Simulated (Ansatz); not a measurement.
`N[Si@H](Cl)[Si@@H](N)F` + `[BH2][GeH2][F]` → `N[SiH](Cl)[GeH2][F]` + `B[SiH](N)F`  (redistribution)

Isolated molecules relaxed with PBE0-D4/def2-TZVP in Ansatz; ΔE leaves out vibrations. CCSD(T)/CBS adds triple-zeta CCSD(T) − MP2 to the extrapolated MP2 energy (def2 sets, frozen cores). DFT in def2-TZVPP. For Ge outer-core shells are correlated without core-valence functions, which leaves a few kJ/mol of doubt a bond. Scalar relativity is left out up to krypton. Each species was taken in one conformer, which may not be the lowest.

| level | ΔE (kJ/mol) |
| --- | --- |
| ωB97X-V | 0.5 |
| PBE0 | -1.1 |
| MP2/def2-TZVPP | 0.1 |
| CCSD/CBS(def2) | 0.5 |

(1) What does CCSD(T)/CBS give? (An estimate is asked.)

Largest T1 diagnostic among the species: 0.012.

Results:

(1) The calculation gave: +1.1 kJ/mol. The listed levels differ from it by -0.6, -2.2, -1.0, -0.6 kJ/mol.

In def2-TZVPP, CCSD(T) changes the Hartree–Fock value by +3.6 kJ/mol (the triples alone add +0.6 kJ/mol) and MP2 by +3.2 kJ/mol. The D4 term adds +3.5 kJ/mol with B3LYP and +2.1 kJ/mol with PBE0; it sums over pairs of atoms, weighted by their polarisabilities, and B3LYP, whose exchange is more repulsive, gets the larger term.

B3LYP here is the variant with VWN-RPA as its local correlation; programs differ in this.
